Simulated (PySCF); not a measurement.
# Electron correlation in S (sulfur, neutral)

[Ne] 3s1 3p5, high-spin 3P determinant (an excited configuration). Computed with PySCF 2.14 in aug-cc-pwCVDZ (6s5p3d, 36 functions), with no relativity, point nucleus. Frozen: [Ne]; 6 electrons correlated.

```tsv
level	correlation energy (mhartree)
CCSD	-195.67
(T)	-12.00
CCSD(T)	-207.67
CCSDT	-208.51
```

Diagnostics: T1 = 0.029, D1 = 0.0631, largest double amplitude 0.226.

A double-excitation amplitude exceeds 0.15, a sign of near-degeneracy.

Cost of the coupled-cluster step: roughly 0.6 core-seconds, for 6 correlated electrons.

Iterations:

```
CC2 = 0
CCSD nocc = (np.int64(4), np.int64(2)), nmo = (31, 31)
frozen orbitals [[0, 1, 2, 3, 4], [0, 1, 2, 3, 4]]
max_cycle = 100
direct = 0
conv_tol = 1e-08
conv_tol_normt = 1e-06
diis_space = 8
diis_start_cycle = 0
Init t2, MP2 energy = -0.13480880230116
Init E_corr(UCCSD) = -0.134808802301584
cycle = 1  E_corr(UCCSD) = -0.162642245787232  dE = -0.0278334435  norm(t1,t2) = 0.125502
cycle = 2  E_corr(UCCSD) = -0.174778633255736  dE = -0.0121363875  norm(t1,t2) = 0.0831581
cycle = 3  E_corr(UCCSD) = -0.196749665337308  dE = -0.0219710321  norm(t1,t2) = 0.0573481
cycle = 4  E_corr(UCCSD) = -0.193249851740077  dE = 0.0034998136  norm(t1,t2) = 0.00975155
cycle = 5  E_corr(UCCSD) = -0.195683414412389  dE = -0.00243356267  norm(t1,t2) = 0.00747042
cycle = 6  E_corr(UCCSD) = -0.195882633268995  dE = -0.000199218857  norm(t1,t2) = 0.00310236
cycle = 7  E_corr(UCCSD) = -0.195597817355745  dE = 0.000284815913  norm(t1,t2) = 0.00190911
cycle = 8  E_corr(UCCSD) = -0.195631037957186  dE = -3.32206014e-05  norm(t1,t2) = 0.000830957
cycle = 9  E_corr(UCCSD) = -0.195632727873938  dE = -1.68991675e-06  norm(t1,t2) = 0.000505541
cycle = 10  E_corr(UCCSD) = -0.195682374932256  dE = -4.96470583e-05  norm(t1,t2) = 0.00030635
cycle = 11  E_corr(UCCSD) = -0.195674507907712  dE = 7.86702454e-06  norm(t1,t2) = 0.000175582
cycle = 12  E_corr(UCCSD) = -0.195669565245499  dE = 4.94266221e-06  norm(t1,t2) = 0.000103527
cycle = 13  E_corr(UCCSD) = -0.195669275655006  dE = 2.89590493e-07  norm(t1,t2) = 3.94177e-05
cycle = 14  E_corr(UCCSD) = -0.195670213870024  dE = -9.38215018e-07  norm(t1,t2) = 1.41297e-05
cycle = 15  E_corr(UCCSD) = -0.195669977866991  dE = 2.36003033e-07  norm(t1,t2) = 5.84806e-06
cycle = 16  E_corr(UCCSD) = -0.195669911564898  dE = 6.63020929e-08  norm(t1,t2) = 2.09135e-06
cycle = 17  E_corr(UCCSD) = -0.195669915400338  dE = -3.83544022e-09  norm(t1,t2) = 7.42116e-07
UCCSD converged
E(UCCSD) = -397.2733459201874  E_corr = -0.1956699154003379
UCCSD(T) correction = -0.0120031803212089
```
